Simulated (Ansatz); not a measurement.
Geometry optimisation, RKS PBE0/def2-SVP (Ansatz).

input.yaml

```yaml
crystal:
  periodic: [false, false, false]
  atoms:
    - { symbol: B, position_ang: [-1.1189, 1.6086, -0.1672] }
    - { symbol: B, position_ang: [0.3679, 1.0246, -0.1839] }
    - { symbol: "N", position_ang: [0.7292, -0.0757, 0.7786] }
    - { symbol: Si, position_ang: [0.2802, -1.6309, 0.1109] }
    - { symbol: H, position_ang: [-1.4328, 2.5595, -0.8962] }
    - { symbol: H, position_ang: [-1.996, 1.197, 0.5165] }
    - { symbol: H, position_ang: [1.2308, 1.5717, -0.8202] }
    - { symbol: H, position_ang: [1.8442, -0.103, 0.7985] }
    - { symbol: H, position_ang: [0.84757, -2.67929, 1.08376] }
    - { symbol: H, position_ang: [-1.12556, -1.80344, 0.002] }
    - { symbol: H, position_ang: [0.96525, -1.89426, -1.1641] }
basis:
  gaussian: { orbitals: def2-SVP }
hamiltonian:
  xc: pbe0
relax:
  f_tol: 0.015
  max_steps: 40
output:
  orbitals: {}
```

Launched with:

```bash
$ ansatz run input.yaml --threads 2 --pin off --max-ram 3072MiB --backend cpu --events-out ev --progress --plain --runs-dir out
```

Problem. Where does it end, and by what steps?

Solution. It converged. The force dipped under the threshold on the way, but the program's further checks kept it going. After 37 steps the energy has fallen by 1.940 eV; H5 moved furthest, 1.61 Å. Parted: Si4–H10. Joined: B1–Si4, B1–H10, B2–Si4.

```csv
step,energy less start (eV),largest force component (eV/Å),accepted
0,0.0000,2.995,yes
2,-0.9296,0.806,yes
4,-1.2646,0.328,yes
6,-1.4862,0.378,yes
8,-1.5515,0.553,no
10,-1.5729,0.064,yes
12,-1.5794,0.088,yes
14,-1.5806,0.042,yes
16,-1.5809,0.058,yes
18,-1.5815,0.012,yes
20,-1.5850,0.086,yes
22,-1.6003,0.180,yes
24,-1.6241,0.244,yes
26,-1.6987,0.257,yes
28,-1.7916,0.684,yes
30,-1.8324,1.408,no
32,-1.9330,0.260,yes
34,-1.9378,0.099,yes
36,-1.9396,0.074,yes
37,-1.9397,0.013,yes
```

```xyz
11
Properties=species:S:1:pos:R:3
B -1.052 0.506 -0.141
B 0.658 0.966 0.108
N 1.590 -0.073 0.220
Si 0.213 -1.114 0.008
H -1.323 0.990 -1.221
H -1.613 0.951 0.840
H 0.861 2.153 0.159
H 2.591 -0.054 0.362
H -0.073 -1.966 1.195
H -1.528 -0.663 -0.230
H 0.269 -1.923 -1.241
```

Whether the end is a true minimum wasn't checked by a vibrational analysis.

The run took 69 s on 2 threads of Intel(R) Xeon(R) Platinum 8375C CPU @ 2.90GHz (Ice Lake), on a shared host, peak memory 0.2 GiB.
